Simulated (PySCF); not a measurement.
**How methods differ on the interval between two levels of Au²⁺**

Au²⁺ [Xe] 4f14 5d9 [2D5/2, M_J = 5/2] → Au²⁺ [Xe] 4f14 5d8 6s1 [4F9/2, M_J = 9/2], as a difference of total energies. Calculation: PySCF 2.14, in x2c-TZVPall-2c; the two-component X2C-1e Hamiltonian. Correlated levels: [Kr] 4d10 4f14 frozen; the 34 highest virtual spinors dropped. "Screened" scales the spin-orbit matrix elements by Boettger's factors to mimic the two-electron term; Breit and QED terms are absent.

```json
{"method": "GHF (screened spin-orbit)", "interval between two levels (cm⁻¹)": "27450"}
{"method": "GMP2 (screened spin-orbit)", "interval between two levels (cm⁻¹)": "27753"}
```

The labels give the starting determinants; with spin-orbit coupling the two ends relaxed to ⟨J²⟩ = 8.82, ⟨L²⟩ = 6.21, ⟨S²⟩ = 0.93 and ⟨J²⟩ = 24.76, ⟨L²⟩ = 12.41, ⟨S²⟩ = 3.83.
